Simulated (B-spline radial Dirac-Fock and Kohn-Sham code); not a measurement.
# Eu: input and output of one calculation

ΔSCF core binding energies without Breit or QED terms, calculated with an atomic code on a B-spline grid. Keys: rel is the Hamiltonian (dirac, or spin-free x2c and nr, where L3 and M5 stand for the whole 2p and 3d shells), method is hf or an exchange,correlation pair (spin-unpolarised, also for the hole states), nuc the nuclear model, radius_factor scales its radius, rmax is the box in bohr, h the logarithmic mesh step, order the B-spline order, points the quadrature points per cell, c_factor scales the speed of light, and damp, ndamp, maxit and tol steer the iteration. The run stops when the commutator error falls below 10·tol·max(1, Z/10), or the numerical noise floor, and the energy has settled to about 1e-8 Ha; the virial ratio is −V/T.

Input (task.json):

```json
{"items": [{"Z": 63, "q": 0, "cfg": [[1, 0, 2], [2, 0, 2], [2, 1, 6], [3, 0, 2], [3, 1, 6], [3, 2, 10], [4, 0, 2], [4, 1, 6], [4, 2, 10], [4, 3, 7], [5, 0, 2], [5, 1, 6], [6, 0, 2]], "A": 153, "rrms": 5.1115, "do": "settings", "holes": ["K", "L3", "M5"],
  "settings": [{"rel": "dirac", "method": "hf", "nuc": "fermi", "radius_factor": 1.0, "rmax": 45.0, "h": 2.0, "order": 8, "points": 10, "c_factor": 1.0, "maxit": 80, "damp": 0.5, "ndamp": 3, "tol": 1e-08}]}]}
```

Command: `python xray2_run.py task.json out`

Ground-state iterations:

```
iter   energy (Ha)        error
   1    -8701.32783695  1.19e+01
   2    -8979.70062949  5.31e+00
   3    -8998.76997546  1.87e+00
   4    -9003.68266148  5.08e-01
   5    -9004.45307168  2.72e-01
   6    -9004.55491412  2.26e-02
   7    -9004.55826131  3.82e-03
   8    -9004.55855962  3.62e-04
   9    -9004.55856664  5.94e-05
  10    -9004.55856686  9.46e-06
  11    -9004.55856686  7.29e-07
  12    -9004.55856686  6.31e-08
```

The ground state converged in 12 iterations, with total energy -9004.55857 Ha, virial ratio 2.32941 and highest orbital energy -3.98 eV. ΔSCF binding energies: K (1s) 46741.7 eV, L3 (2p3/2) 6209.1 eV, M5 (3d5/2) 1508.6 eV.

Task: One setting is unsound. Which, and why?

Result: h is too large to resolve the orbitals. With the default settings (Dirac Hartree-Fock): The ground state converged in 13 iterations, with total energy -10846.48249 Ha, virial ratio 1.91988 and highest orbital energy -4.93 eV. ΔSCF binding energies: K (1s) 48725.6 eV, L3 (2p3/2) 6996.3 eV, M5 (3d5/2) 1137.1 eV.
